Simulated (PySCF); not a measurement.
hydrogen iodide (HI), SMILES I.

Geometry optimised at B3LYP-D3(BJ)/def2-TZVPD. The def2 effective core potentials stand for the cores of I; spin–orbit coupling is left out.

The numbers are results of TDA-PBE/def2-TZVPD (PySCF), not measurements.

Vertical excitations; the highest root listed may be one member of a degenerate set. Gas-phase values at a fixed geometry. State labels are in the subgroup C2v.

Computed lowest excited states:
```
state  symmetry  energy (eV)  λ (nm)      f                                     main pairs
-----  --------  -----------  ------  -----  ---------------------------------------------
S1           B1         5.25     236  0.007                   HOMO−1→LUMO (degenerate set)
S2           B2         5.25     236  0.007                     HOMO→LUMO (degenerate set)
S3           B1         7.13     174  0.078  HOMO−1→LUMO+1, HOMO−1→LUMO+2 (degenerate set)
S4           B2         7.13     174  0.078      HOMO→LUMO+1, HOMO→LUMO+2 (degenerate set)
S5           B2         7.26     171  0.117      HOMO→LUMO+2, HOMO→LUMO+1 (degenerate set)
S6           B1         7.26     171  0.117  HOMO−1→LUMO+2, HOMO−1→LUMO+1 (degenerate set)
S7           A1         7.39     168  0.000    HOMO−1→LUMO+3, HOMO→LUMO+4 (degenerate set)
S8           A2         7.39     168  0.000    HOMO−1→LUMO+4, HOMO→LUMO+3 (degenerate set)
S9           A2         7.43     167  0.000           HOMO→LUMO+3 50 %, HOMO−1→LUMO+4 50 %
S10          A1         7.63     162  0.001           HOMO→LUMO+4 49 %, HOMO−1→LUMO+3 49 %
T1           B1         4.66     266      0                   HOMO−1→LUMO (degenerate set)
T2           B2         4.66     266      0                     HOMO→LUMO (degenerate set)
T3           B1         6.76     184      0                 HOMO−1→LUMO+1 (degenerate set)
T4           B2         6.76     184      0                   HOMO→LUMO+1 (degenerate set)
```
Triplets are in the Tamm–Dancoff approximation.
